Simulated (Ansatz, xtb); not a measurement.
# Two structures of CH3FMg2O

Structure a is a singlet given by its coordinates and structure b is `C[O][Mg][Mg][F]`, a singlet. Both are isolated molecules in the gas phase, relaxed with PBE-D3(BJ)/def2-SVP.

a (Å):

```yaml
atoms:
  - { symbol: C, position_ang: [-1.8793, -1.1779, -0.4343] }
  - { symbol: F, position_ang: [0.8103, 1.0048, 1.9731] }
  - { symbol: Mg, position_ang: [-2.3210, 1.9552, -1.2339] }
  - { symbol: Mg, position_ang: [-0.4309, 1.2547, 0.7175] }
  - { symbol: O, position_ang: [-1.6865, 0.2375, -0.4073] }
  - { symbol: H, position_ang: [-1.2094, -1.6951, 0.2869] }
  - { symbol: H, position_ang: [-1.6659, -1.5895, -1.4451] }
  - { symbol: H, position_ang: [-2.9263, -1.4422, -0.1688] }
```

Close contacts (Å): C1–O5 1.43, F2–Mg4 1.78, Mg3–Mg4 2.81, Mg3–O5 2.01, Mg4–O5 1.97, C1–H6 1.11, C1–H7 1.11, C1–H8 1.11.

b (Å):

```xyz
8

C    -0.4956   -1.4065    1.2627
F     3.9332    1.4347   -4.4151
Mg    1.3205   -0.2364   -1.0692
Mg    2.9114    0.7825   -3.1073
O     0.2936   -0.8976    0.2480
H    -0.9416   -2.3972    0.9974
H     0.0781   -1.5601    2.2103
H    -1.3505   -0.7309    1.5150
```

Q: Estimate which is lower in electronic energy at CCSD(T)/def2-SVP + ΔMP2/def2-TZVPP, and by roughly how much.

A: The CCSD(T)/def2-SVP + ΔMP2/def2-TZVPP calculation puts structure a lower, by 4.6 kcal/mol.

Level by level:

```csv
level,geometry,E(b) − E(a) (kcal/mol),departure from the last row (kcal/mol),"job, with rough time for the two"
PBE-D3(BJ)/def2-SVP,PBE-D3(BJ)/def2-SVP,+3.5,−1.1,"optimisation, 91 s"
HF/def2-SVP,PBE-D3(BJ)/def2-SVP,−3.4,−8.0,part of the CCSD(T) run
MP2/def2-SVP,PBE-D3(BJ)/def2-SVP,+2.1,−2.5,part of the CCSD(T) run
CCSD(T)/def2-SVP,PBE-D3(BJ)/def2-SVP,+4.0,−0.6,single point
CCSD(T)/def2-SVP + ΔMP2/def2-TZVPP,PBE-D3(BJ)/def2-SVP,+4.6,,"single point, 67 s"
```

HF/def2-SVP puts the two in the other order. The largest departure from CCSD(T)/def2-SVP + ΔMP2/def2-TZVPP is that of HF/def2-SVP, 8.0 kcal/mol. Levels run at GFN2-xTB geometries aren't shown. The last row adds to CCSD(T) the change of the MP2 difference between the two basis sets, here +0.6 kcal/mol.

With harmonic frequencies from PBE-D3(BJ)/def2-SVP (ideal gas, rigid rotor, one conformer each, 200 K, 1 atm): on the last row, ΔE + ΔZPE = +4.3 kcal/mol. A mode under 50 cm⁻¹ makes harmonic enthalpies and free energies unreliable, so none is given.

The correlated steps freeze 5 core orbitals; the last core shell of Mg is correlated, in a basis made for valence electrons. Codes used: Ansatz 0.2.0; the last row on 1 thread of Arm Neoverse V1 on a shared host.
